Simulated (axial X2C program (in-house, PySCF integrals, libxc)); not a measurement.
**Worked dissociation energy of GeI⁻: CCSD(T), spin-free**

Computed with an axial X2C code built on PySCF integrals. Spin-free means the one-electron spin-free X2C Hamiltonian. Basis: I dyall-acv3z [12s13p9d5f1g], Ge dyall-acv3z [10s10p8d5f1g] (cores contracted in-house); Gaussian nuclei, density fitting, unrestricted open shells. Masses: I 126.904 u, Ge 73.921 u.

Molecular state: M_S = 1, Λ = 0 (beyond evenly filled blocks: π+α, π-α).

Correlated methods: 12 electrons correlated (number of frozen shells: I 4 s, 3 p, 2 d; Ge 3 s, 2 p, 1 d), 346 virtual spin orbitals or spinors in MP2, 89 natural virtuals in coupled cluster.

```
E(I-) (2M_S = 0, M_L = 0) : -7113.016255 hartree
E(Ge) (2M_S = 2, M_L = 0) : -2097.185115 hartree
E(GeI⁻) at Re             : -9210.252634 hartree
ωe                        : 158.1 cm⁻¹
ωexe                      : 0.583 cm⁻¹
```

Task: Work out De and D0.

Result: De = -7113.016255 + (-2097.185115) − (-9210.252634) = 0.05126 hartree = 1.395 eV. The zero-point energy is ωe/2 − ωexe/4 = 79 cm⁻¹ = 0.010 eV, so D0 = 1.385 eV.

One determinant describes the state; a PBE0 search over occupations chose it and may have missed a lower one. Dissociation energies refer to the lowest single-determinant-based atoms at the same level and basis. CCSD and (T) use frozen natural virtuals with an MP2 correction for the truncation; (T) itself is uncorrected, so its De runs slightly low. Other states lie close and PBE0, whose exact exchange favours high spin, may order them wrongly; the determinant shown need not be the ground state. The nearest other spin-free determinant of the search, M_S = 0, Λ = 2, lies 0.72 eV up at the distance of the search. With the outer-core shells frozen, correlated bond lengths of heavy atoms tend to come out a few hundredths of an ångström too long. Spin-free De lacks the spin–orbit lowering of the heavy p-block atom, a tenth of an eV or more for 4p and 5p, up to an eV for 6p and one to two eV for 7p atoms, less what an open-shell molecule gains itself.

Each atomic determinant is the lowest at this level and need not be a pure term. Totals compare only within one Hamiltonian and basis.
